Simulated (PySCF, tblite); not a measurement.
C₈H₁₁ (doublet state).
Cartesian coordinates in Å at the GFN2-xTB level; atoms count from 1:
```xyz
19
C8H11 angstrom
C     -3.6787   -0.7758    0.9626
C     -2.5172   -0.2183    0.8657
C     -1.8492    0.1970   -0.4119
C     -0.9926    1.4581   -0.4171
C     -0.3867    0.1282   -0.5096
C      0.6960   -0.6067   -0.5760
C      2.0867   -0.0469   -0.6294
C      2.8816   -0.4314    0.6180
H     -4.4628   -1.1060    0.3215
H     -1.9250   -0.0039    1.7486
H     -2.4343   -0.0152   -1.2991
H     -1.0231    2.0931   -1.2921
H     -0.8935    2.0062    0.5105
H      0.6174   -1.6870   -0.5831
H      2.5956   -0.4426   -1.5127
H      2.0411    1.0399   -0.7179
H      2.9182   -1.5130    0.7290
H      3.9000   -0.0558    0.5503
H      2.4167   -0.0108    1.5067
```

Jobs on this species (19 atoms, 59 electrons) with PySCF (density fitting) and tblite. Hardware of each: Arm Neoverse V1, one thread, no GPU, shared host. The host was shared with other jobs, so the times are rough.

```
                                                    level and settings                                                               work  basis functions  SCF cycles  wall time
UKS B3LYP, pcH-1 on C H, non-relativistic, mean-field spin-orbit, GIAO  unrestricted SCF, g, hyperfine, density and orbital grids written              310           ?          ?
                                                              GFN2-xTB                                                  L-BFGS relaxation                –           –     0.89 s
                                                              GFN2-xTB                                      Hessian by finite differences                –           –     0.65 s
```

Question: Fill in the missing figures.

Answer: 
- UKS B3LYP, pcH-1 on C H, non-relativistic, mean-field spin-orbit, GIAO; unrestricted SCF, g, hyperfine, density and orbital grids written: 1.7 min, 15 SCF cycles

Question: What do all jobs in the table cost together?

Answer: About 1.7 min; the longest takes about 99 % of that, and about 160 times as long as the shortest.
